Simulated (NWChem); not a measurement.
Program: NWChem. System: H$_{4}$FN$_{2}$NbO, charge 0, spin multiplicity 1, at a geometry optimised with B3LYP/def2-SVP with def2 effective core potentials on Nb. The structure started from a generated list of species. Level: RHF/def2-TZVP with def2 effective core potentials on Nb.

Job file:

```
start mol
memory heap 200 mb stack 800 mb global 1000 mb
geometry units angstroms nocenter noautoz
  Nb    -0.066498    -0.007517     0.000000
  O     -1.598065     0.739894     0.000000
  F     -0.141977    -1.905896     0.000000
  N      0.868788     0.594981    -1.639454
  H      1.829177     0.364947    -1.894402
  H      0.483678     1.241242    -2.326753
  N      0.868788     0.594981     1.639454
  H      0.483678     1.241242     2.326753
  H      1.829177     0.364947     1.894402
  symmetry group Cs
end
basis spherical
  * library def2-tzvp
end
ecp
  Nb library def2-ecp
end
scf
  rhf
  nopen 0
  maxiter 100
  thresh 1e-7
  semidirect memsize 60000000 filesize 0
end
task scf energy
```

Part of the output:

```
             Northwest Computational Chemistry Package (NWChem) 7.3.0
             --------------------------------------------------------

                                NWChem Input Module
                                -------------------

 Scaling coordinates for geometry "geometry" by  1.889725989
 (inverse scale =  0.529177249)

 Turning off AUTOSYM since
 SYMMETRY directive was detected!

                             Geometry "geometry" -> ""
                             -------------------------

 Output coordinates in angstroms (scale by  1.889725989 to convert to a.u.)

  No.       Tag          Charge          X              Y              Z
 ---- ---------------- ---------- -------------- -------------- --------------
    1 Nb                  41.0000    -0.06649800    -0.00751700     0.00000000
    2 O                    8.0000    -1.59806500     0.73989400     0.00000000
    3 F                    9.0000    -0.14197700    -1.90589600     0.00000000
    4 N                    7.0000     0.86878800     0.59498100    -1.63945400
    5 H                    1.0000     1.82917700     0.36494700    -1.89440200
    6 H                    1.0000     0.48367800     1.24124200    -2.32675300
    7 N                    7.0000     0.86878800     0.59498100     1.63945400
    8 H                    1.0000     0.48367800     1.24124200     2.32675300
    9 H                    1.0000     1.82917700     0.36494700     1.89440200

 Effective nuclear repulsion energy (a.u.)     481.1161926152

            Nuclear Dipole moment (a.u.)
            ----------------------------
        X                 Y               Z
 ---------------- ---------------- ----------------
     0.0000207870     0.0000056692     0.0000000000

      Symmetry information
      --------------------

 Group name             Cs
 Group number              2
 Group order               2
 No. of unique centers     6

      Symmetry unique atoms

     1    2    3    4    5    6


 Summary of "ao basis" -> "" (spherical)
 ------------------------------------------------------------------------------
       Tag                 Description            Shells   Functions and Types
 ---------------- ------------------------------  ------  ---------------------
 *                         def2-tzvp                  on all atoms

 Summary of "ao basis" -> "ao basis" (spherical)
 ------------------------------------------------------------------------------
       Tag                 Description            Shells   Functions and Types
 ---------------- ------------------------------  ------  ---------------------
 Nb                        def2-tzvp                14       40   6s4p3d1f
 O                         def2-tzvp                11       31   5s3p2d1f
 F                         def2-tzvp                11       31   5s3p2d1f
 N                         def2-tzvp                11       31   5s3p2d1f
 H                         def2-tzvp                 4        6   3s1p

                                 NWChem SCF Module
                                 -----------------

  ao basis        = "ao basis"
  functions       =   188
  atoms           =     9
  closed shells   =    24
  open shells     =     0
  charge          =   0.00
  wavefunction    = RHF
  use symmetry    = T
  symmetry adapt  = T

 Summary of "ao basis" -> "ao basis" (spherical)
 ------------------------------------------------------------------------------
       Tag                 Description            Shells   Functions and Types
[...]
  Numbering of irreducible representations:

     1 a'          2 a"

  Orbital symmetries:

     1 a'          2 a'          3 a"          4 a'          5 a'
     6 a'          7 a'          8 a"          9 a'         10 a'
    11 a'         12 a"         13 a'         14 a"         15 a'
    16 a'         17 a"         18 a'         19 a"         20 a'
    21 a'         22 a"         23 a'         24 a"         25 a'
    26 a"         27 a'         28 a'         29 a"         30 a'
    31 a"         32 a'         33 a'         34 a"

             Final eigenvalues
             -----------------

              1
    1  -26.2609
    2  -20.5577
    3  -15.5620
    4  -15.5620
    5   -2.9101
    6   -1.8446
    7   -1.8168
    8   -1.8059
    9   -1.5144
   10   -1.2006
   11   -1.1260
   12   -1.1202
   13   -0.6700
   14   -0.6674
   15   -0.6546
   16   -0.6354
   17   -0.6294
   18   -0.5832
   19   -0.5781
   20   -0.5184
   21   -0.4962
   22   -0.4916
   23   -0.4466
   24   -0.4129
   25    0.0597
   26    0.0823
   27    0.0885
   28    0.0923
   29    0.0990
   30    0.1054
   31    0.1399
   32    0.1402
   33    0.1687
   34    0.1938

                       ROHF Final Molecular Orbital Analysis
                       -------------------------------------

 Vector   22  Occ=2.000000D+00  E=-4.916191D-01  Symmetry=a"
              MO Center= -1.2D+00,  6.3D-01,  5.2D-14, r^2= 1.8D+00
   Bfn.  Coefficient  Atom+Function         Bfn.  Coefficient  Atom+Function
  ----- ------------  ---------------      ----- ------------  ---------------
    48      0.381133  2 O  pz                51      0.363214  2 O  pz
    54      0.233678  2 O  pz                 9     -0.181995  1 Nb pz

 Vector   23  Occ=2.000000D+00  E=-4.465895D-01  Symmetry=a'
              MO Center=  7.2D-01,  5.8D-01,  2.4D-13, r^2= 3.5D+00
   Bfn.  Coefficient  Atom+Function         Bfn.  Coefficient  Atom+Function
  ----- ------------  ---------------      ----- ------------  ---------------
   109      0.189232  4 N  py               152      0.189232  7 N  py
   112      0.185474  4 N  py               155      0.185474  7 N  py
   115      0.166310  4 N  py               158      0.166310  7 N  py
   113      0.162470  4 N  pz               156     -0.162470  7 N  pz
   110      0.158614  4 N  pz               153     -0.158614  7 N  pz

 Vector   24  Occ=2.000000D+00  E=-4.128880D-01  Symmetry=a"
              MO Center=  7.8D-01,  4.9D-01, -1.6D-13, r^2= 3.7D+00
   Bfn.  Coefficient  Atom+Function         Bfn.  Coefficient  Atom+Function
  ----- ------------  ---------------      ----- ------------  ---------------
   109      0.222115  4 N  py               112      0.223126  4 N  py
   152     -0.222115  7 N  py               155     -0.223126  7 N  py
   115      0.204199  4 N  py               158     -0.204199  7 N  py

 Vector   25  Occ=0.000000D+00  E= 5.970857D-02  Symmetry=a'
              MO Center=  1.7D+00, -6.4D-02, -6.0D-15, r^2= 9.0D+00
   Bfn.  Coefficient  Atom+Function         Bfn.  Coefficient  Atom+Function
  ----- ------------  ---------------      ----- ------------  ---------------
     6      1.585713  1 Nb s                 16      0.711487  1 Nb px
     5     -0.681395  1 Nb s                107     -0.497448  4 N  s
   150     -0.497448  7 N  s                 45     -0.172290  2 O  s

 Vector   26  Occ=0.000000D+00  E= 8.232202D-02  Symmetry=a"
              MO Center= -2.4D-01, -1.2D-01,  6.4D-13, r^2= 1.5D+01
   Bfn.  Coefficient  Atom+Function         Bfn.  Coefficient  Atom+Function
  ----- ------------  ---------------      ----- ------------  ---------------
    18      1.391742  1 Nb pz                15     -0.672789  1 Nb pz
   116     -0.228132  4 N  pz               159     -0.228132  7 N  pz

 Vector   27  Occ=0.000000D+00  E= 8.853964D-02  Symmetry=a'
              MO Center= -1.1D+00,  7.4D-01, -9.7D-13, r^2= 1.4D+01
   Bfn.  Coefficient  Atom+Function         Bfn.  Coefficient  Atom+Function
  ----- ------------  ---------------      ----- ------------  ---------------
    16      1.099632  1 Nb px                 6     -0.860250  1 Nb s
    13     -0.842421  1 Nb px                17     -0.739784  1 Nb py
     5      0.716316  1 Nb s                 45     -0.593739  2 O  s
    14      0.484162  1 Nb py                52     -0.417389  2 O  px
   107      0.337919  4 N  s                150      0.337919  7 N  s

 center of mass
 --------------
 x =  -0.06431154 y =  -0.06111162 z =   0.00000000

 moments of inertia (a.u.)
 ------------------
         658.197636200566         -11.182043270995           0.000000000000
         -11.182043270995         582.912651168911          -0.000000000000
           0.000000000000          -0.000000000000         573.884535691338

  Mulliken analysis of the total density
  --------------------------------------

    Atom       Charge   Shell Charges
 -----------   ------   -------------------------------------------------------
    1 Nb  13    10.77   0.03 -0.39  1.67  0.73  0.11 -0.01  5.33  0.74  0.17  0.03  1.02  1.09  0.12  0.13
    2 O    8     8.73   0.79  1.18  0.59  0.98  0.40  1.77  2.03  0.96  0.00  0.03  0.00
    3 F    9     9.61   0.77  1.20  0.59  1.00  0.41  2.23  2.31  1.09  0.00  0.01  0.00
    4 N    7     7.99   0.82  1.16  0.50  0.86  0.26  1.49  1.85  1.03  0.00  0.01  0.00
    5 H    1     0.74   0.25  0.40  0.05  0.04
    6 H    1     0.71   0.25  0.38  0.04  0.04
    7 N    7     7.99   0.82  1.16  0.50  0.86  0.26  1.49  1.85  1.03  0.00  0.01  0.00
    8 H    1     0.71   0.25  0.38  0.04  0.04
    9 H    1     0.74   0.25  0.40  0.05  0.04

       Multipole analysis of the density wrt the origin
       ------------------------------------------------

     L   x y z        total         open         nuclear
     -   - - -        -----         ----         -------
     0   0 0 0      0.000000      0.000000     48.000000

     1   1 0 0      1.609966      0.000000      3.518585
     1   0 1 0      0.560667      0.000000      0.397748
     1   0 0 1      0.000000      0.000000      0.000000

     2   2 0 0    -34.344472      0.000000    137.115153
     2   1 1 0      1.125428      0.000000      9.839176
     2   1 0 1      0.000000      0.000000     -0.000000
     2   0 2 0    -38.684842      0.000000    162.040633
     2   0 1 1     -0.000000      0.000000     -0.000000
     2   0 0 2    -29.162033      0.000000    198.674052

 Task  times  cpu:       67.1s     wall:       67.1s

 Total times  cpu:       67.2s     wall:       67.2s
```
